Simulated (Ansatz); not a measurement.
Ansatz (a program for electronic structure) input (B3LYP-D3(BJ)/def2-TZVP):

Ansatz 0.2 input:
```yaml
crystal:
  periodic: [false, false, false]
  atoms:
    - {symbol: Ta, position_ang: [0.00016980, -0.00005921, -0.00003763]}
    - {symbol: O, position_ang: [1.58984122, -0.55440596, -0.35233883]}
    - {symbol: F, position_ang: [-0.60913645, -0.47060673, 1.72821100]}
    - {symbol: F, position_ang: [-0.80543297, 0.96389229, -1.41471571]}
basis:
  gaussian:
    orbitals: def2-TZVP
hamiltonian:
  xc: b3lyp
  dispersion: d3bj
magnetization: {spin_polarized: true, initial_magnetization: 1}
phonons: {temperatures: {t_min: 298.15, t_max: 298.15, t_step: 100}}
```

Output:

```
Functional definition: B3LYP
integrals: 0.04 GiB planned
837 factors; their error is unknown
mean field: 0.56 GiB planned
mean field evaluation 1: about -9026.7801 eV, gradient 6.5e1 eV
mean field evaluation 2: about -8801.0698 eV, gradient 2.0e2 eV
mean field evaluation 4: about -9037.2177 eV, gradient 3.5e1 eV
mean field evaluation 8: about -9040.9945 eV, gradient 7.1e-2 eV
mean field evaluation 16: about -9041.0199 eV, gradient 3.5e-4 eV
mean field -9041.01987240 eV, -332.2513520875 hartree, gradient 3.0e-5 eV, S^2 0.752972; 0 other end points of the search recorded, 0 dependent functions left out
the calculation of the forces begins
reference -9041.02010799 eV, -332.2513607452 hartree; 20, 19 occupied and 113, 114 virtual orbitals, 837 factors
these checks for a lower state are left out or cut short: stability, starts, cluster_reference, orbital_swaps, neighbouring_geometries, increment
integrals: 0.04 GiB planned
837 factors; their error is unknown
mean field: 0.56 GiB planned
mean field -9041.01974816 eV, -332.2513475216 hartree, gradient 2.9e-6 eV, S^2 0.752954; 0 other end points of the search recorded, 0 dependent functions left out
the calculation of the forces begins
reference -9041.01998376 eV, -332.2513561798 hartree; 20, 19 occupied and 113, 114 virtual orbitals, 837 factors
these checks for a lower state are left out or cut short: stability, starts, cluster_reference, orbital_swaps, neighbouring_geometries, increment
integrals: 0.04 GiB planned
837 factors; their error is unknown
mean field: 0.56 GiB planned
mean field evaluation 32: about -9041.0197 eV, gradient 1.2e-6 eV
mean field -9041.01974725 eV, -332.2513474881 hartree, gradient 1.3e-6 eV, S^2 0.752990; 0 other end points of the search recorded, 0 dependent functions left out
the calculation of the forces begins
reference -9041.01998282 eV, -332.2513561453 hartree; 20, 19 occupied and 113, 114 virtual orbitals, 837 factors
these checks for a lower state are left out or cut short: stability, starts, cluster_reference, orbital_swaps, neighbouring_geometries, increment
integrals: 0.04 GiB planned
837 factors; their error is unknown
mean field: 0.55 GiB planned
mean field -9041.01982721 eV, -332.2513504266 hartree, gradient 1.3e-6 eV, S^2 0.752990; 0 other end points of the search recorded, 0 dependent functions left out
the calculation of the forces begins
reference -9041.02006275 eV, -332.2513590827 hartree; 20, 19 occupied and 113, 114 virtual orbitals, 837 factors
these checks for a lower state are left out or cut short: stability, starts, cluster_reference, orbital_swaps, neighbouring_geometries, increment
integrals: 0.04 GiB planned
837 factors; their error is unknown
mean field: 0.56 GiB planned
mean field -9041.01979869 eV, -332.2513493785 hartree, gradient 1.4e-6 eV, S^2 0.752954; 0 other end points of the search recorded, 0 dependent functions left out
the calculation of the forces begins
reference -9041.02003432 eV, -332.2513580378 hartree; 20, 19 occupied and 113, 114 virtual orbitals, 837 factors
these checks for a lower state are left out or cut short: stability, starts, cluster_reference, orbital_swaps, neighbouring_geometries, increment
integrals: 0.04 GiB planned
837 factors; their error is unknown
mean field: 0.56 GiB planned
mean field -9041.01985724 eV, -332.2513515303 hartree, gradient 1.3e-6 eV, S^2 0.752972; 0 other end points of the search recorded, 0 dependent functions left out
the calculation of the forces begins
reference -9041.02009284 eV, -332.2513601884 hartree; 20, 19 occupied and 113, 114 virtual orbitals, 837 factors
these checks for a lower state are left out or cut short: stability, starts, cluster_reference, orbital_swaps, neighbouring_geometries, increment
integrals: 0.04 GiB planned
837 factors; their error is unknown
mean field: 0.56 GiB planned
mean field -9041.01987353 eV, -332.2513521288 hartree, gradient 1.3e-6 eV, S^2 0.752971; 0 other end points of the search recorded, 0 dependent functions left out
the calculation of the forces begins
reference -9041.02010911 eV, -332.2513607861 hartree; 20, 19 occupied and 113, 114 virtual orbitals, 837 factors
these checks for a lower state are left out or cut short: stability, starts, cluster_reference, orbital_swaps, neighbouring_geometries, increment
integrals: 0.04 GiB planned
837 factors; their error is unknown
mean field: 0.56 GiB planned
mean field evaluation 64: about -9040.9944 eV, gradient 8.9e-1 eV
mean field -9041.01981548 eV, -332.2513499955 hartree, gradient 1.4e-6 eV, S^2 0.752970; 0 other end points of the search recorded, 0 dependent functions left out
the calculation of the forces begins
reference -9041.02005111 eV, -332.2513586548 hartree; 20, 19 occupied and 113, 114 virtual orbitals, 837 factors
these checks for a lower state are left out or cut short: stability, starts, cluster_reference, orbital_swaps, neighbouring_geometries, increment
integrals: 0.04 GiB planned
837 factors; their error is unknown
mean field: 0.56 GiB planned
mean field -9041.01984575 eV, -332.2513511078 hartree, gradient 1.4e-6 eV, S^2 0.752974; 0 other end points of the search recorded, 0 dependent functions left out
the calculation of the forces begins
reference -9041.02008129 eV, -332.2513597639 hartree; 20, 19 occupied and 113, 114 virtual orbitals, 837 factors
Total energy: -9041.11845929 eV, -332.2549750888 hartree
Atom 0 at     0.000170    -0.000059    -0.000038 Å, force     0.000223    -0.000078    -0.000049 eV/Å
Atom 1 at     1.589841    -0.554406    -0.352339 Å, force     0.000938    -0.000327    -0.000208 eV/Å
Atom 2 at    -0.609136    -0.470607     1.728211 Å, force    -0.000542    -0.000076     0.000738 eV/Å
Atom 3 at    -0.805433     0.963892    -1.414716 Å, force    -0.000618     0.000480    -0.000480 eV/Å
Dipole moment:    -0.388827     0.135591     0.086172 e Å
Vibrations: 34.37 164.04 252.07 658.25 668.10 1004.51 cm⁻¹, zero-point energy 0.172421 eV
```

The spin state was set by rule; other spins were not relaxed.
